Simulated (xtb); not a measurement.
H2AlO2 (SMILES [OH][Al+][OH]), charge +1, singlet, from a rough starting geometry (GFN-xTB shapes and energies of metal compounds can be far from the true ones); GFN2-xTB (xtb 6.7.1).

Input for xtb:
```
$ xtb mol.xyz --gfn 2 --chrg 1 --opt vtight --json

# file mol.xyz
5

Al     0.03149416    -0.10367329     0.05213551
O      1.23338121     0.00663962    -1.04026368
H      1.83195481     0.53045093    -1.63290177
O     -1.23380775    -0.40100208     1.01077208
H     -1.83821441    -0.02878516     1.70076280
```

Output, abridged:

```
   ID    Z sym.   atoms
    1   13 Al     1
    2    8 O      2, 4
    3    1 H      3, 5

           -------------------------------------------------
          |                Calculation Setup                |
           -------------------------------------------------

           -------------------------------------------------
          |                 G F N 2 - x T B                 |
           -------------------------------------------------

          ...................................................
          :                      SETUP                      :
          :.................................................:
          :  # basis functions                  20          :
          :  # atomic orbitals                  19          :
          :  # shells                            9          :
          :  # electrons                        16          :
          :  max. iterations                   250          :
          :  Hamiltonian                  GFN2-xTB          :
          :  restarted?                      false          :
          :  GBSA solvation                  false          :
          :  PC potential                    false          :
          :  electronic temp.          300.0000000     K    :
          :  accuracy                    1.0000000          :
          :  -> integral cutoff          0.2500000E+02      :
          :  -> integral neglect         0.1000000E-07      :
          :  -> SCF convergence          0.1000000E-05 Eh   :
          :  -> wf. convergence          0.1000000E-03 e    :
          :  Broyden damping             0.4000000          :
          :  net charge                          1          :
          :  unpaired electrons                  0          :
          ...................................................

 iter      E             dE          RMSdq      gap      omega  full diag
   1     -9.8664959 -0.986650E+01  0.276E+01    4.80       0.0  T
   2     -9.9119375 -0.454416E-01  0.181E+01    3.47       1.0  T
   3     -9.9137256 -0.178809E-02  0.322E+00    3.56       1.0  T
   4     -9.9166260 -0.290045E-02  0.701E-01    3.46       1.0  T
   5     -9.9168279 -0.201849E-03  0.296E-01    3.59       1.0  T
   6     -9.9168746 -0.467381E-04  0.143E-01    3.56       1.0  T
   7     -9.9168731  0.145943E-05  0.394E-02    3.55       1.1  T
   8     -9.9168742 -0.100488E-05  0.172E-02    3.57       2.6  T
   9     -9.9168754 -0.127708E-05  0.116E-02    3.56       3.9  T
  10     -9.9168756 -0.189936E-06  0.206E-03    3.56      21.7  T
  11     -9.9168756 -0.128541E-07  0.349E-04    3.56     128.3  T
  12     -9.9168756 -0.259879E-09  0.177E-04    3.56     252.4  T

   *** convergence criteria satisfied after 12 iterations ***

         :::::::::::::::::::::::::::::::::::::::::::::::::::::
         ::                     SUMMARY                     ::
         :::::::::::::::::::::::::::::::::::::::::::::::::::::
         :: total energy              -9.850206963503 Eh    ::
         :: gradient norm              0.037224866237 Eh/a0 ::
         :: HOMO-LUMO gap              3.562259936496 eV    ::
         ::.................................................::
         :: SCC energy                -9.916876005432 Eh    ::
         :: -> isotropic ES            0.176299132464 Eh    ::
         :: -> anisotropic ES         -0.012121868354 Eh    ::
         :: -> anisotropic XC         -0.013696298277 Eh    ::
         :: -> dispersion             -0.001186231307 Eh    ::
         :: repulsion energy           0.066669041929 Eh    ::
         :: add. restraining           0.000000000000 Eh    ::
         :: total charge               1.000000000000 e     ::
         :::::::::::::::::::::::::::::::::::::::::::::::::::::

      -----------------------------------------------------------
     |                   =====================                   |
     |                        A N C O P T                        |
[...]
 * total energy  :    -9.8519024 Eh     change       -0.5174750E-04 Eh
 * total energy  :    -9.8519180 Eh     change       -0.1560077E-04 Eh
 * total energy  :    -9.8519320 Eh     change       -0.1393405E-04 Eh
 * total energy  :    -9.8519469 Eh     change       -0.1490628E-04 Eh
 * total energy  :    -9.8519558 Eh     change       -0.8964971E-05 Eh
 * total energy  :    -9.8519589 Eh     change       -0.3104872E-05 Eh
 * total energy  :    -9.8519591 Eh     change       -0.1575819E-06 Eh
 * total energy  :    -9.8519592 Eh     change       -0.1431854E-06 Eh
 * total energy  :    -9.8519597 Eh     change       -0.4187111E-06 Eh
 * total energy  :    -9.8519599 Eh     change       -0.2613122E-06 Eh
 * total energy  :    -9.8519600 Eh     change       -0.1026060E-06 Eh
 * total energy  :    -9.8519600 Eh     change       -0.2058190E-07 Eh
   *** GEOMETRY OPTIMIZATION CONVERGED AFTER 17 ITERATIONS ***
         :: total energy              -9.851960047230 Eh    ::
[...]

           -------------------------------------------------
          |                Property Printout                |
           -------------------------------------------------

    * Orbital Energies and Occupations

         #    Occupation            Energy/Eh            Energy/eV
      -------------------------------------------------------------
         1        2.0000           -0.9408929             -25.6030
         2        2.0000           -0.9054473             -24.6385
         3        2.0000           -0.8370893             -22.7784
         4        2.0000           -0.8046104             -21.8946
         5        2.0000           -0.7429232             -20.2160
         6        2.0000           -0.7390121             -20.1095
         7        2.0000           -0.7269319             -19.7808
         8        2.0000           -0.7198710             -19.5887 (HOMO)
         9                         -0.5868568             -15.9692 (LUMO)
        10                         -0.3655134              -9.9461
        11                         -0.3626822              -9.8691
        12                         -0.3539724              -9.6321
        13                         -0.3489269              -9.4948
        14                         -0.1414457              -3.8489
        15                         -0.1372390              -3.7345
        16                         -0.1172335              -3.1901
        17                         -0.0686062              -1.8669
        18                          0.3413109               9.2875
        19                          1.1716274              31.8816
      -------------------------------------------------------------
                  HL-Gap            0.1330141 Eh            3.6195 eV
             Fermi-level           -0.6533639 Eh          -17.7789 eV

     #   Z          covCN         q      C6AA      α(0)
     1  13 Al       1.472     0.659   194.037    34.497
     2   8 O        1.540    -0.276    18.677     5.830
     3   1 H        0.806     0.447     0.407     1.002
     4   8 O        1.540    -0.276    18.677     5.830
     5   1 H        0.806     0.447     0.407     1.002

 Mol. C6AA /au·bohr⁶  :        528.441769
 Mol. C8AA /au·bohr⁸  :      30535.793949
 Mol. α(0) /au        :         48.160585

Wiberg/Mayer (AO) data.
largest (>0.10) Wiberg bond orders for each atom

 ---------------------------------------------------------------------------
     #   Z sym  total        # sym  WBO       # sym  WBO       # sym  WBO
 ---------------------------------------------------------------------------
     1  13 Al   3.548 --     4 O    1.726     2 O    1.726
     2   8 O    2.564 --     1 Al   1.726     3 H    0.744
     3   1 H    0.800 --     2 O    0.744
     4   8 O    2.564 --     1 Al   1.726     5 H    0.744
     5   1 H    0.800 --     4 O    0.744
 ---------------------------------------------------------------------------

Topologies differ in total number of bonds
Writing topology from bond orders to xtbtopo.mol

molecular dipole:
                 x           y           z       tot (Debye)
 q only:        0.034       0.429       0.137
   full:        0.039       0.516       0.158       1.376
molecular quadrupole (traceless):
                xx          xy          yy          xz          yz          zz
 q only:        4.721       1.905      -6.897     -10.718      -1.614       2.176
  q+dip:        5.358       2.190      -7.909     -12.299      -1.863       2.550
   full:        2.814       1.430      -4.664      -7.735      -1.144       1.850

optimized geometry written to: xtbopt.xyz

           -------------------------------------------------
          | TOTAL ENERGY               -9.851960047230 Eh   |
          | GRADIENT NORM               0.000358864819 Eh/α |
          | HOMO-LUMO GAP               3.619498636319 eV   |
           -------------------------------------------------

normal termination of xtb
```
